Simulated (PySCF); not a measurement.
CHF₂, SMILES F[CH]F, multiplicity 2. Atoms are numbered in the order given.

```xyz
4

F      0.0282    -0.2406    -1.0905
C     -0.1494     0.4830     0.0000
F      0.0282    -0.2406     1.0905
H      0.3878     1.4319     0.0000
```
Charge 0, spin multiplicity 2.

The structure is a stationary point at PBE0-D3(BJ)/def2-TZVP. The isomer is the one that the SMILES or the coordinates give; other isomers of the formula were not compared.

Computed with PBE/pcH-1 (PySCF).

Unrestricted Kohn–Sham, ⟨S²⟩ = 0.751. Hyperfine tensors hold the contact and dipolar terms, without spin-orbit corrections.

Computed hyperfine couplings:
```csv
nucleus,A(iso) (MHz),A(iso) (G),dipolar principal values (MHz)
19F no. 1,175.2,62.5,"-257.3, -240.8, 498.1"
13C no. 2,378.9,135.2,"-74.7, -74.4, 149.1"
19F no. 3,175.2,62.5,"-257.3, -240.8, 498.1"
1H no. 4,67.0,23.9,"-29.3, -6.8, 36.1"
```

And the g tensor (effective nuclear charges for spin-orbit coupling, GIAO)? (An estimate is asked for; the answer gives what the named calculation found.)

principal values 2.0019, 2.0053, 2.0054; isotropic 2.0042.
